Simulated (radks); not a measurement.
Task: All-electron atom: Nd VI in [Kr] 4d10 4f2 5s2 5p5. Calculated with a radial shooting solver on a logarithmic mesh with Libxc functionals: scalar-relativistic Kohn-Sham, PBE, spin-unpolarised, spherical densities, point nucleus. Some entries of the table are withheld. Estimate them.

orbital  occ.  eigenvalue (eV)  <r^2> (bohr^2)
1s          2        -43471.03       0.0007598
2s          2        -7088.556         0.01203
2p          6              (1)        0.009626
3s          2              (2)         0.08103
3p          6              (3)         0.08108
3d         10              (4)             (5)
4s          2        -371.0089          0.4122
4p          6        -293.6468          0.4637
4d         10        -183.5341          0.5614
5s          2         -97.3540           2.119
5p          5         -76.2598           2.661
4f          2         -65.2528             (6)

Result: 
(1) 2p eigenvalue (eV): -6343.491
(2) 3s eigenvalue (eV): -1593.007
(3) 3p eigenvalue (eV): -1358.086
(4) 3d eigenvalue (eV): -1032.241
(5) 3d <r^2> (bohr^2): 0.06882
(6) 4f <r^2> (bohr^2): 0.9591
